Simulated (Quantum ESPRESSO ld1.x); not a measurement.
Values are calculated unless marked as measured or tabulated.
Q: The table gives one normalised radial function P(r) = r R(r) of Zn29+ in 1s1 (r in bohr). Level of theory: scalar-relativistic Kohn-Sham, PBEsol, spin-unpolarised, spherical densities, point nucleus; without spin polarisation the odd electron is poorly described (ld1.x of Quantum ESPRESSO 7.5).

r,P
0.001798,0.6030
0.002267,0.7455
0.002836,0.9119
0.003549,1.1107
0.004475,1.3546
0.005599,1.6296
0.007005,1.9439
0.008763,2.2944
0.01105,2.6863
0.01383,3.0754
0.0173,3.4482
0.02181,3.7764
0.02729,3.9875
0.03414,4.0408
0.04272,3.8897
0.05387,3.4938
0.06739,2.9014
0.08431,2.1779
0.1063,1.4159
0.133,0.7948
0.1664,0.3655

Which n and l does it have? It may be an empty orbital.

A: n = 1, l = 0: the number of nodes gives n - l - 1 = 0, the rise at small r (about r^(l+1)) gives l, and the extent must fit the shell. The curve is that of 1s. 1s: eigenvalue -12133.3 eV, 0 radial nodes, <r> = 0.0494 bohr, 90 % of the charge inside 0.0879 bohr.
